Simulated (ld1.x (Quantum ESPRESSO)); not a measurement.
# How hard is this Sc ultrasoft potential?

scandium, ultrasoft, made with ld1.x (Quantum ESPRESSO) 7.5 (BLYP, scalar-relativistic). Core [Ar], reference 3d1 4s2 4p0. Waves: 4s (bound): rcut 2.65, rcutus 3.25 bohr; 4s channel at 0.1 Ry: rcut 2.65, rcutus 3.25 bohr; 4p (bound, empty): rcut 3.75, rcutus 4.25 bohr; 4p channel at 0.75 Ry: rcut 3.75, rcutus 4.25 bohr; 3d (bound): rcut 1.60, rcutus 2.25 bohr; 3d channel at 0.2 Ry: rcut 1.60, rcutus 2.25 bohr. Local part: all-electron potential smoothed inside 2.05 bohr (lloc = -1). Core correction: a·sin(br)/r model core, default radius (core density twice the valence density). Augmentation charge: built from norm-conserving waves at rcut, not smoothed further.

The pseudo-atom Hamiltonian at the reference potential is diagonalised in spherical Bessel functions j_l(qr) that vanish at 20 bohr, with q² up to the cutoff. All-electron valence levels (Ry): 4s -0.2968, 4p -0.0968, 3d -0.2283.

**Question.** How do the lowest levels (Ry) of each channel move with the cutoff, and are there ghosts?

**Answer.**

```tsv
cutoff (Ry)	s #1	s #2	p #1	d #1	d #2	f #1	f #2	Σ f·Δε (mRy)
8	-0.2968	-0.0025	-0.1625	-0.0452	0.0535	0.0938	0.2150	183.1
10	-0.2968	-0.0025	-0.1655	-0.1223	0.0466	0.0938	0.2150	106.0
12	-0.2968	-0.0025	-0.1673	-0.1828	0.0440	0.0938	0.2150	45.5
15	-0.2968	-0.0025	-0.1685	-0.2137	0.0430	0.0938	0.2150	14.6
18	-0.2968	-0.0025	-0.1689	-0.2268	0.0426	0.0938	0.2150	1.5
21	-0.2968	-0.0025	-0.1690	-0.2279	0.0425	0.0938	0.2150	0.3
25	-0.2968	-0.0025	-0.1691	-0.2280	0.0425	0.0938	0.2150	0.3
30	-0.2968	-0.0025	-0.1691	-0.2281	0.0425	0.0938	0.2150	0.2
400	-0.2968	-0.0025	-0.1691	-0.2283	0.0425	0.0938	0.2150	0.0
```

Result: ghost state, extra bound levels that the all-electron valence spectrum of the same l lacks: p at -2.30 eV (a true bound ghost makes a file unfit for plane-wave use); 10 mRy is reached at 18 Ry and 1 mRy at 21 Ry.

Test run stopped at test 4 of 7 (negative rho).
